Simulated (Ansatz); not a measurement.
Molecule: C2H4BF2, net charge 0, doublet state. It need not be the lowest isomer of its formula. 
Geometry from a B3LYP-D3(BJ)/def2-TZVP (Ansatz, a program for electronic structure) optimisation:
SMILES: C[CH]B(F)F
```xyz
9

C     -2.0548     0.2135    -0.0092
C     -0.8007    -0.3807    -0.5344
B      0.5948    -0.0695    -0.0062
F      0.7901     0.7866     0.9976
F      1.6851    -0.6366    -0.5205
H     -1.8748     0.9093     0.8092
H     -2.7403    -0.5668     0.3442
H     -2.5990     0.7434    -0.8008
H     -0.9035    -1.0857    -1.3537
```
Charge 0, spin multiplicity 2.

Computed values are from Ansatz. Correlated levels leave the core frozen unless marked. Open shells are spin-unrestricted. No spin-orbit coupling. No relativistic terms. Basis-set limits of correlation are two-point, X^-3; Hartree-Fock from the larger set.

### Question
What is the atomisation energy De at CCSD(T)/CBS(cc-pVTZ,cc-pVQZ)?

### Answer
908.5 kcal/mol.

### Question
What is the dipole moment at CCSD(T)/aug-cc-pVDZ?

### Answer
2.35 D.

### Question
What is the total energy at CCSD(T)/CBS(cc-pVTZ,cc-pVQZ)?

### Answer
-302.9608 Eh.

### Question
What is the T1 diagnostic at CCSD/cc-pVQZ?

### Answer
0.013.
